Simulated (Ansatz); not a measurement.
ClH₃O₃Sn, SMILES [OH][Sn]([Cl])([OH])[OH].

Coordinates come from a PBE0-D3(BJ)/def2-SVP optimisation. The def2 effective core potentials stand for the cores of Sn; spin–orbit coupling is left out. One conformer was computed; it need not be the lowest.

Two levels are set side by side: PBE/def2-SVPD (Ansatz, a quantum-chemistry and plane-wave program) and CAM-B3LYP/def2-SVPD (Ansatz). Energy differences of separate SCF runs at the same geometry; the states with an electron removed or added have multiplicity 2 and 2. Differences are taken from unrounded values.

| quantity | CAM-B3LYP |
|---|---|
| vertical ionisation energy (eV) | 11.90 |
| vertical electron affinity (eV) | 0.81 |
| vertical singlet–triplet gap (eV) | 5.51 |

Task: What does PBE give, and how far is it from CAM-B3LYP? (An estimate is asked for; the answer gives what the named calculation found.)

Result: 
```
quantity                             PBE  PBE minus CAM-B3LYP
---------------------------------  -----  -------------------
vertical ionisation energy (eV)    10.66                -1.24
vertical electron affinity (eV)     0.93                 0.11
vertical singlet–triplet gap (eV)   4.35                -1.16
```
